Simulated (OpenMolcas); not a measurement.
Ce2+ among 6 point charges of -1 e arranged as a trigonal antiprism (D3d), 2.37 Å from the ion.
```
   0.0000    1.9351    1.3683  -1.00
  -1.6758   -0.9675    1.3683  -1.00
   1.6758   -0.9675    1.3683  -1.00
   0.0000   -1.9351   -1.3683  -1.00
   1.6758    0.9675   -1.3683  -1.00
  -1.6758    0.9675   -1.3683  -1.00
```

| Item | Value |
| --- | --- |
| Program | OpenMolcas |
| Method | CASSCF |
| Basis | ANO-RCC-VDZP [7s6p4d2f1g] |
| Scalar Hamiltonian | DKH2, point nucleus |
| Active space | 2 electrons in 7 orbitals (4f) |
| State averaging | 2S+1 = 3 even, 21 roots; 2S+1 = 1 even, 27 roots kept (CI in the orbitals of an earlier block) |
| Spin-orbit coupling | RASSI with atomic mean-field integrals over the reference wave functions |

(1) What is the spin-free ground state?

(2) Where is the first state of the same spin?

(3) What are the lowest two levels with spin-orbit coupling?

(4) What is χT at 300 K, and how does it compare with the textbook value?

## Answers

(1) A state of multiplicity 3, 3-fold in its orbital part, 100 % from free-ion H terms; it has the highest spin that f2 allows.

(2) A 3-fold state lies at 304 cm-1 above the ground state.

(3) A 1-fold level A1, then a 3-fold level 223.3 cm-1 above it. Their leading multiplicities are 3 (98 %) and 3 (98 %).

(4) Hund's rules give f2 the level 3H4 with g = 0.800, so an isolated free-ion multiplet has χT = g² J(J+1) / 8 = 1.600 cm3 K/mol. The computed 1.395 at 300 K differs by -13 %, through the field's splitting, the mixing of terms and any other multiplet in reach.

This is an electrostatic model: the charges have no orbitals. A group larger than the point group allows holds several states that coincide in this model. The first state left out of the spin-orbit step lies near 51000 cm-1 above the lowest spin-free state of the reference (among the parities and spins computed), and the lists stop at four fifths of that energy or lower. No measured value stands beside these numbers.
